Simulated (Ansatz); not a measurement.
Geometry optimisation, RKS PBE-D4/def2-SVP in Ansatz.

Input file:

```yaml
crystal:
  periodic: [false, false, false]
  atoms:
    - { symbol: Ge, position_ang: [0.087188, 0.019919, -1.16849] }
    - { symbol: C, position_ang: [1.34049, -0.046326, 1.735321] }
    - { symbol: H, position_ang: [0.562381, -0.833174, 1.719671] }
    - { symbol: H, position_ang: [1.986087, -0.185075, 2.624476] }
    - { symbol: H, position_ang: [0.865493, 0.952382, 1.760309] }
    - { symbol: H, position_ang: [1.974145, -0.127326, 0.827957] }
    - { symbol: O, position_ang: [-0.806484, 1.448454, -0.529873] }
    - { symbol: H, position_ang: [-1.643516, 1.187319, -0.09104] }
    - { symbol: Cl, position_ang: [-1.364085, -1.569773, -0.505231] }
basis:
  gaussian: { orbitals: def2-SVP }
hamiltonian:
  xc: pbe
  dispersion: d4
relax:
  f_tol: 0.03
  max_steps: 50
```

Launched with:

```bash
$ ansatz run input.yaml --threads 2 --pin off --max-ram 3072MiB --backend cpu --events-out ev --progress --plain --runs-dir out
```

Q: Where does it end, and by what steps?

A: It converged. The force dipped under the threshold on the way, but the program's further checks kept it going. After 12 steps the energy has fallen by 0.021 eV; H6 moved furthest, 0.31 Å.

```
step  energy less start (eV)  largest force component (eV/Å)  accepted
   0                  0.0000                           0.114       yes
   1                 -0.0082                           0.364       yes
   2                  0.0014                           0.850        no
   3                 -0.0134                           0.344       yes
   4                 -0.0139                           0.144       yes
   5                 -0.0140                           0.161       yes
   6                 -0.0146                           0.308       yes
   7                 -0.0197                           0.010       yes
   8                 -0.0200                           0.058       yes
   9                 -0.0202                           0.034       yes
  10                 -0.0205                           0.023       yes
  11                 -0.0205                           0.050       yes
  12                 -0.0206                           0.028       yes
```

```xyz
9
Properties=species:S:1:pos:R:3
Ge -0.094 0.064 -1.374
C 1.401 -0.071 1.771
H 0.691 -0.917 1.706
H 1.856 -0.044 2.779
H 0.865 0.876 1.578
H 2.203 -0.202 1.018
O -0.874 1.477 -0.569
H -1.622 1.209 0.006
Cl -1.424 -1.546 -0.543
```

The run took 16 s on 2 threads of Intel(R) Xeon(R) 6975P-C (Granite Rapids) (shared host), peak memory 0.17 GiB.
